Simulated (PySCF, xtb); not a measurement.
Al(Br)(Me)(OH) (CH4AlBrO), SMILES [CH3][Al]([OH])[Br].

GFN2-xTB (xtb) at its own geometry gives an orbital gap of 4.38 eV and a dipole moment of 5.35 D.

Geometry optimised at TPSSh-D3(BJ)/def2-SVP. The structure was generated by enumeration; whether it is a known compound was not checked. Other conformers were not sampled.

### Question
What does CAM-B3LYP/def2-TZVP in PySCF give? (Estimate from the structure and the level; the computed values follow.)

### Answer
gap 10.10 eV (levels -9.67 and 0.43 eV), dipole 0.74 D.
